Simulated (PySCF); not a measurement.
## Pb₂S: from structure and modes to constants

These are results of PBE0/[S def2-SVP, Pb def2-SVP with ECP60], scalar-relativistic core potentials, density fitting, no spin–orbit coupling, PySCF, not measurements.

The singlet minimum has C2v symmetry. Masses (u): S 31.97207, Pb 207.97664.

```xyz
3
charge 0 multiplicity 1, angstrom
S     0.0000    0.0000   -1.8980
Pb    1.5244    0.0000    0.1457
Pb   -1.5244    0.0000    0.1457
```

Harmonic wavenumbers (cm⁻¹): 119.6 (a1, ×1), 240.9 (b2, ×1), 356.2 (a1, ×1).

Q: Find the principal moments of inertia and the rotational constants. What kind of rotor is it?

A: About the centre of mass I = 124.01, 966.55, 1090.6 u Å². With B = 16.8576/I this gives 0.1359, 0.01744, 0.01546 cm⁻¹. The molecule is an asymmetric top with κ = -0.97.

Q: Give the standard entropy (298.15 K, 1 bar) by its translational, rotational, vibrational and spin parts, and Cp.

A: Sackur–Tetrode with M = 447.93 u gives 185.0; rotation with symmetry number 2 gives 120.5; vibration 25.3; spin R ln 1 = 0.0. The total is 330.7 J/(mol K), and Cp = 4 R + 22.1 = 55.3 J/(mol K).

Only a few start shapes were tried, so a lower isomer may exist. Spin–orbit coupling, left out here, can matter for elements this heavy.
